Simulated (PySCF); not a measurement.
## WO2Cl: from structure and modes to constants

Method: UPBE0/[W def2-TZVP with ECP60, O def2-TZVP, Cl def2-TZVP], scalar-relativistic core potentials, density fitting, no spin–orbit coupling, PySCF.

The doublet minimum has Cs symmetry. Masses (u): W 183.95093, O 15.99492, Cl 34.96885.

```xyz
4
charge 0 multiplicity 2, angstrom
W    -0.1865    0.0000   -0.1099
O    -1.1218    1.3954    0.1421
O    -1.1218   -1.3954    0.1421
Cl    2.0093    0.0000    0.4638
```

Harmonic wavenumbers (cm⁻¹): 97.8 (a', ×1), 160.6 (a'', ×1), 318.8 (a', ×1), 431.0 (a', ×1), 1007.4 (a'', ×1), 1059.2 (a', ×1).

Question: Find the principal moments of inertia and the rotational constants. What kind of rotor is it?

Answer: About the centre of mass I = 67.332, 198.22, 255.47 u Å². With B = 16.8576/I this gives 0.2504, 0.08505, 0.06599 cm⁻¹. The molecule is an asymmetric top with κ = -0.79.

Question: Find the vibrational entropy and heat capacity at 298.15 K.

Answer: With u = 1.43878 ω/T, each mode gives S = R[u/(eᵘ−1) − ln(1−e⁻ᵘ)] and C = R u² eᵘ/(eᵘ−1)².
| ω (cm⁻¹) | u | S (J/(mol K)) | C (J/(mol K)) |
| --- | --- | --- | --- |
| 97.8 | 0.472 | 14.64 | 8.16 |
| 160.6 | 0.775 | 10.64 | 7.91 |
| 318.8 | 1.538 | 5.51 | 6.85 |
| 431.0 | 2.080 | 3.58 | 5.87 |
| 1007.4 | 4.862 | 0.38 | 1.54 |
| 1059.2 | 5.111 | 0.31 | 1.33 |
The sums over all modes are S = 35.1 and C = 31.7 J/(mol K); the softest mode gives 42 % of the entropy.

Question: Give the standard entropy (298.15 K, 1 bar) by its translational, rotational, vibrational and spin parts, and Cp.

Answer: Sackur–Tetrode with M = 250.91 u gives 177.8; rotation with symmetry number 1 gives 111.1; vibration 35.1; spin R ln 2 = 5.8. The total is 329.6 J/(mol K), and Cp = 4 R + 31.7 = 64.9 J/(mol K).

Only a few start shapes were tried, so a lower isomer may exist. With open d or f shells other occupations or spin states may lie lower. No spin–orbit coupling is included, which matters more the heavier the element.
